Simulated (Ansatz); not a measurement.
`C[O+](C)[Al-]([Cl])([Cl])[Cl]`, relaxed with RKS PBE-D4/def2-SVP in the Gaussian-basis code of Ansatz from a rough embedded geometry. The force threshold is 0.03 eV/Å; the program also tests the step.

Total charge 0; spin multiplicity 1.

Start:

```xyz
13

C     0.475   -0.417    1.307
O    -0.358    0.335    0.409
C    -1.359   -0.532   -0.066
Al    0.702    0.920   -1.067
Cl   -0.662    2.052   -2.470
Cl    2.217    2.387   -0.300
Cl    1.665   -0.722   -2.101
H    -0.060   -0.731    2.176
H     1.026   -1.240    0.892
H     1.265    0.327    1.750
H    -1.976   -0.926    0.801
H    -0.893   -1.467   -0.580
H    -2.041    0.015   -0.751
```

Q: By how much does the energy fall, and how many steps does the optimiser take? (An estimate is asked.)

A: Ansatz gave: 89.77 kJ/mol, in 6 steps.

Q: Which bonds change most? (An estimate is asked.)

A: Ansatz gave: Al4–Cl5 from 2.261 to 2.128 Å; Al4–Cl6 from 2.244 to 2.128 Å; C1–H10 from 1.173 to 1.105 Å; C3–H12 from 1.165 to 1.110 Å.

Q: Give the relaxed structure. (An estimate is asked.)

A: The calculation gave: 
```xyz
13

C     0.561   -0.398    1.336
O    -0.213    0.178    0.259
C    -1.371   -0.606   -0.112
Al    0.773    1.063   -1.184
Cl   -0.791    2.013   -2.271
Cl    2.096    2.330   -0.101
Cl    1.650   -0.653   -2.099
H    -0.098   -0.528    2.218
H     0.991   -1.370    1.017
H     1.366    0.324    1.560
H    -2.015   -0.734    0.780
H    -1.051   -1.590   -0.512
H    -1.900   -0.028   -0.890
```
